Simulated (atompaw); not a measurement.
# An all-electron radial function and its pseudo partner (chromium (Cr))

Columns: radius, all-electron u(r) and pseudo u(r) of the 4p shell (level -1.73 eV) of chromium in the configuration [Ne] 3s2 3p6 3d5 4s0 4p1; PBEsol, scalar-relativistic, PAW (atompaw) scheme, atompaw 4.2.0.5.

```tsv
r (bohr)	all-electron	pseudo
0.075	0.0612	-0.0009
0.150	0.0964	-0.0034
0.225	0.0728	-0.0073
0.300	0.0183	-0.0123
0.375	-0.0424	-0.0179
0.450	-0.0951	-0.0235
0.525	-0.1339	-0.0285
0.600	-0.1573	-0.0324
0.675	-0.1665	-0.0345
0.750	-0.1638	-0.0345
0.825	-0.1515	-0.0318
0.900	-0.1322	-0.0262
0.975	-0.1078	-0.0176
1.050	-0.0799	-0.0060
1.125	-0.0499	0.0086
1.200	-0.0188	0.0259
1.275	0.0127	0.0455
1.350	0.0439	0.0670
1.425	0.0747	0.0901
1.500	0.1044	0.1141
1.575	0.1331	0.1386
1.650	0.1606	0.1633
1.725	0.1867	0.1878
1.800	0.2114	0.2117
1.875	0.2348	0.2348
1.950	0.2568	0.2568
```

Problem. How many radial nodes do the two functions have?

Solution. The all-electron 4p function has n − l − 1 = 2; the pseudo-wave has 1, since 1 lower shell of the same l stays in the valence.

Problem. Is the pseudo-wave norm-conserving?

Solution. No, it belongs to a PAW set: the norm inside the radius is not constrained, and the difference is carried by the augmentation charge.
